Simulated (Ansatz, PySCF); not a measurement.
This Ansatz (a first-principles code) input computes a PBE0/def2-TZVPD energy:

Ansatz 0.2 input:
```yaml
crystal:
  periodic: [false, false, false]
  atoms:
    - {symbol: C, position_ang: [1.07587576, -0.40111956, -0.01394743]}
    - {symbol: N, position_ang: [-0.12323406, 0.39743201, 0.15570559]}
    - {symbol: C, position_ang: [-1.27255696, 0.10626332, -0.14493224]}
    - {symbol: H, position_ang: [1.78042377, 0.15176806, -0.63619520]}
    - {symbol: H, position_ang: [1.53992040, -0.54887034, 0.96180725]}
    - {symbol: H, position_ang: [0.86391878, -1.37062762, -0.47092479]}
    - {symbol: H, position_ang: [-2.14153733, 0.75484330, 0.00865159]}
basis:
  gaussian:
    orbitals: def2-TZVPD
hamiltonian:
  xc: {name: PBE0}
magnetization: {spin_polarized: true, initial_magnetization: 1}
output: {forces: true}
```

Question: Write an input for the same energy in PySCF and say what it gives.

Answer: 
```python
from pyscf import gto, scf, dft

mol = gto.M(
    atom='''
    C     1.07587576   -0.40111956   -0.01394743
    N    -0.12323406    0.39743201    0.15570559
    C    -1.27255696    0.10626332   -0.14493224
    H     1.78042377    0.15176806   -0.63619520
    H     1.53992040   -0.54887034    0.96180725
    H     0.86391878   -1.37062762   -0.47092479
    H    -2.14153733    0.75484330    0.00865159
    ''',
    basis='def2-tzvpd',
    charge=0,
    spin=1,
    verbose=4,
)

mf = dft.UKS(mol, xc='pbe0').density_fit(auxbasis='def2-universal-jkfit')
mf.grids.level = 3
mf.conv_tol = 1e-9
mf.max_cycle = 100
mf.max_memory = 1500
mf.kernel()
if not mf.converged:
    mf = mf.newton()
    mf.kernel(mf.make_rdm1())
for _ in range(2):
    mo, _, stable, _ = mf.stability(return_status=True)
    if stable:
        break
    mf.kernel(mf.make_rdm1(mo, mf.mo_occ))
mf.analyze()
```
It gives -133.16556 Eh, and Ansatz -133.16551 Eh, a difference of 0.05 mEh, from the treatment of integrals and grids.

It need not be the lowest isomer of its formula.
